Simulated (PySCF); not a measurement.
Molecule: 3,4-dimethylphosphinine (Cc1ccpcc1C, C7H9P).

Atoms are numbered as in `[CH3:1][c:2]1[cH:3][cH:4][p:5][cH:6][c:7]1[CH3:8]`; H(Xn) means a hydrogen on atom n.

Geometry PBE0-D3(BJ)/def2-SVP throughout; GIAO in PySCF 2.14.0 with density-fitted response routines, gas phase, one conformer, non-relativistic; equivalent atoms averaged; functional PBE0.

Question: How do the absolute shieldings σ depend on the basis set? (a selection of nuclei; ppm; last column core-seconds on 1 thread of an Intel Xeon Platinum 8375C, shared host)

Answer: 
| basis set | functions | C4 | C7 | C2 | C3 | C1 | P5 | H(C6) | H(C3) | H(C8) | core-s |
| --- | --- | --- | --- | --- | --- | --- | --- | --- | --- | --- | --- |
| STO-3G | 53 | 96.0 | 119.6 | 121.0 | 122.1 | 207.8 | 243.8 | 24.09 | 25.34 | 30.47 | 10 |
| 6-31G | 94 | 43.3 | 63.0 | 64.5 | 69.0 | 174.2 | 205.0 | 23.55 | 24.66 | 30.07 | 24 |
| 6-31G* | 134 | 43.1 | 58.5 | 61.2 | 64.6 | 170.0 | 188.6 | 23.33 | 24.23 | 29.65 | 30 |
| 6-311+G(2d,p) | 278 | 26.6 | 39.0 | 43.4 | 47.3 | 162.4 | 95.8 | 22.70 | 23.54 | 29.12 | 85 |

Question: Which nucleus among those listed moves most, in ppm?

Answer: P5 (phosphorus bonded to 2 C, in a 6-membered ring): from 95.8 ppm with 6-311+G(2d,p) to 243.8 ppm with STO-3G. The smallest spread is 1.34 ppm, at H(C8). Proton shifts span only some 12 ppm, so a few tenths of a ppm matter as much there as several ppm in carbon.

Question: Taking the largest basis, 6-311+G(2d,p) (278 functions), as the yardstick, rank the others by their worst heavy-atom deviation.

Answer: 6-31G* 92.8 ppm (134 functions), 6-31G 109.2 ppm (94 functions), STO-3G 148.0 ppm (53 functions).

A small basis that lands close on one nucleus may do so by chance; judge by the trend and by all nuclei.
